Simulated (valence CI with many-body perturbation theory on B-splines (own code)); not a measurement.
# Zr26+: magnetic and hyperfine properties of the levels

Computed by valence CI with perturbative core correlation (CI+MBPT): four valence electrons over a frozen Dirac-Fock core [Ne], a basis of 11 s, 11 p, 10 d, 8 f, 5 g, 2 h functions for each j, with the one-electron correlation potential Σ1, the two-electron term Σ2, the three-electron term Σ3, Breit, model QED; selected CI, second order for the rest, scaled by the run's own slope (own B-spline code, finite nucleus).

The last digits are not significant, and no measured levels were compared; by estimate large intervals hold to a few tenths of a per cent, small ones and those within an open d or f shell to about a per cent. Among the levels kept, up to 700 cm⁻¹ of a level comes from second order outside the variational space, and about a tenth of that is noise between levels of different J, which matters for small intervals.

A/g_I is the dipole constant over the nuclear g factor μ/I (μ in nuclear magnetons, uniformly magnetised nucleus), B/Q the quadrupole constant per barn. Both hold the static response of the core; the bare values leave it out. Large factors of s and p1/2 electrons are usually good to 5 to 10 %; those of open d and f shells near neutrality can be off by tens of per cent, and small factors of p3/2, d and f electrons come from cancelling terms and can be off by a factor of two or in sign, in half-filled shells by more. B is blank for J = 1/2, where it vanishes, and for nearly pure S terms. Energies count from the lowest level. Levels with J = 0 are left out.

Names give the largest LS component (configuration and term), which can be under half, so a name can repeat, a term be missing and a line seem to break the LS rules; names also repeat where a configuration has a term twice. Letters in brackets count levels of one name in rising energy.

```tsv
Level	E (cm⁻¹)	g	A/g_I (MHz)	A/g_I bare	B/Q (MHz/b)	B/Q bare
3s2 3p2 3P_1	123850	1.498	-3320	-2360	22200	21700
3s2 3p2 3P_2	156220	1.254	49900	48800	19200	18700
3s2 3p2 1D_2	305320	1.241	27100	26800	25200	24500
3s 3p3 5S°_2	614070	1.858	116000	114000	12600	12300
3s 3p3 3D°_1	730290	0.776	-57000	-54500	35300	34400
3s 3p3 3D°_2	760560	1.341	80400	78200	43500	42400
3s 3p3 3D°_3	804210	1.329	102000	99000	-5810	-5590
3s2 3p 3d 1D°_2	873000	1.063	26400	26300	-29000	-28100
3s 3p3 3P°_1	892150	1.309	110000	107000	-37700	-36700
3s2 3p 3d 3F°_2	952730	0.943	51700	50400	3790	4020
3s 3p3 3S°_1	994490	1.547	9020	10400	2790	2750
3s 3p3 3P°_2	1003600	1.138	64600	62800	-20900	-20100
3s2 3p 3d 3F°_3	1009100	1.096	26900	26700	24400	24400
3s2 3p 3d 3D°_1	1071400	0.849	-20100	-18500	8920	8920
3s2 3p 3d 3P°_2 [a]	1072000	1.301	13600	14000	15300	15300
3s2 3p 3d 3F°_4	1118200	1.248	12100	12500	54000	53400
3s 3p3 1P°_1	1145300	1.247	-21100	-19100	-5310	-5200
3s2 3p 3d 3D°_2	1179300	1.057	9200	9640	-8810	-8480
3s2 3p 3d 3D°_3	1190900	1.261	23100	23200	-901	-584
3s2 3p 3d 3P°_1	1211500	1.283	-12800	-11100	-19700	-19300
3s2 3p 3d 3P°_2 [b]	1230700	1.279	40100	39500	-31000	-30200
3s2 3p 3d 1F°_3	1282900	1.054	16100	16100	37500	37300
3s2 3p 3d 1P°_1	1326500	0.971	-4130	-3410	6180	6250
3p4 3P_2	1407200	1.335	55300	54500	1030	1230
3s 3p2 3d 5F_1	1413800	0.199	-77300	-74500	1660	1880
3s 3p2 3d 5F_2	1440300	1.141	17900	18200	7790	7830
3s 3p2 3d 5F_3 [a]	1469200	1.343	53000	52100	19800	19900
3s 3p2 3d 5D_1 [a]	1513900	1.349	61100	60100	-18600	-18200
3s 3p2 3d 5D_2	1526800	1.184	50300	49400	-27500	-26900
3s 3p2 3d 5F_4	1534700	1.363	50500	49800	25900	25900
3s 3p2 3d 5F_3 [b]	1535900	1.299	67900	66500	-22000	-21300
3s 3p2 3d 5D_1 [b]	1558900	1.480	4230	5680	-17100	-16800
3p4 1D_2	1562300	0.987	22500	22400	-32400	-31400
3s 3p2 3d 5D_4	1566600	1.366	70400	69000	15200	15000
```

Q: Take the isotope of mass number 91, with I = 5/2, μ = -1.3022 μN and Q = -0.176 b. What is the hyperfine structure of 3s 3p3 3D°_3?

A: From the table A = -53100 MHz, B = 1020 MHz. Shifts from the centre of gravity in MHz: F = 1/2: 532000, F = 3/2: 452000, F = 5/2: 319000, F = 7/2: 132000, F = 9/2: -107000, F = 11/2: -398000.
